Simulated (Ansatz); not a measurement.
Born–Oppenheimer molecular dynamics of CH₄Cl₂Si (8 atoms, charge 0, multiplicity 1). It goes on from the last frame of an earlier run, with new velocities.

All numbers below come from RKS PBE/STO-3G (Ansatz).

```json
{
  "ensemble": "NVT, Langevin thermostat",
  "time step": "0.5 fs",
  "steps asked": "166",
  "set temperature": "700 K",
  "friction": "0.02 /fs",
  "seed": "774576"
}
```

First frame:

```xyz
8
Properties=species:S:1:pos:R:3
Si -0.032 0.021 -0.012
C 0.039 -0.012 1.900
H -0.419 -0.994 2.157
H 1.071 -0.027 2.315
H -0.554 0.843 2.265
Cl 1.938 0.101 -0.712
H -0.766 1.178 -0.524
Cl -0.858 -1.741 -0.709
```

**Question.** What does the run give?

**Answer.** All steps were run.

```yaml
steps_done: 166
time_covered: 83 fs
mean_temperature_over_the_second_half: 603 K
spread_of_the_potential_energy_over_the_second_half: 15.1 meV per atom
mean_potential_energy_of_the_second_half_above_the_start: 56.4 meV per atom
```

The mean temperature of the second half is 14 % below the set value. A run of 0.083 ps of so small a system gives no equilibrium averages. Limits of this set-up: minimal basis.

**Question.** What happens to the structure?

**Answer.** The same pairs are bonded in the first frame and the last. Pairs count as bonded within 1.25 times the sum of covalent radii (0.12 Å more for H–H). This is one draw of velocities; another would differ in detail.

**Question.** How do temperature and energy run in time?

**Answer.** 
```csv
time (fs),T (K),potential energy less start (eV)
0,612,0.000
2.5,454,0.164
5,496,0.184
7.5,521,0.183
10,539,0.177
12.5,454,0.204
15,461,0.131
17.5,604,0.063
20,823,-0.025
22.5,649,0.040
25,412,0.214
27.5,420,0.290
30,401,0.374
32.5,327,0.395
35,380,0.429
37.5,446,0.384
40,473,0.372
42.5,473,0.351
45,533,0.402
47.5,539,0.360
50,656,0.355
52.5,743,0.237
55,544,0.370
57.5,615,0.352
60,555,0.515
62.5,556,0.512
65,510,0.543
67.5,534,0.520
70,578,0.564
72.5,666,0.610
75,740,0.533
77.5,765,0.569
80,744,0.395
82.5,651,0.438
```

Run time: 4.5 min on 1 thread of Arm Neoverse V1, with other jobs on the host, peak memory 0.087 GiB.
